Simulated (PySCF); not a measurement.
C3H6BNO2, SMILES C1B(CN=CO1)O.

Geometry optimised at ωB97X-D3(BJ)/def2-SVP. The structure was generated by enumeration, and PubChem lists no compound with its InChIKey, so it may never have been made. Other conformers were not sampled.

All values below come from PBE/def2-TZVP run with PySCF.

Symmetry labels are those of the subgroup Cs that the program uses (full group Cs).

Computed valence orbital energies around the gap with their symmetry:
```json
[
 {"orbital": "HOMO−7", "symmetry": "A'", "energy (eV)": "-10.08"},
 {"orbital": "HOMO−6", "symmetry": "A'", "energy (eV)": "-9.58"},
 {"orbital": "HOMO−5", "symmetry": "A\"", "energy (eV)": "-9.28"},
 {"orbital": "HOMO−4", "symmetry": "A'", "energy (eV)": "-9.03"},
 {"orbital": "HOMO−3", "symmetry": "A\"", "energy (eV)": "-8.34"},
 {"orbital": "HOMO−2", "symmetry": "A'", "energy (eV)": "-7.44"},
 {"orbital": "HOMO−1", "symmetry": "A\"", "energy (eV)": "-5.98"},
 {"orbital": "HOMO", "symmetry": "A'", "energy (eV)": "-5.38"},
 {"orbital": "LUMO", "symmetry": "A\"", "energy (eV)": "-1.09"},
 {"orbital": "LUMO+1", "symmetry": "A'", "energy (eV)": "-0.44"},
 {"orbital": "LUMO+2", "symmetry": "A\"", "energy (eV)": "-0.27"},
 {"orbital": "LUMO+3", "symmetry": "A'", "energy (eV)": "0.33"}
]
```
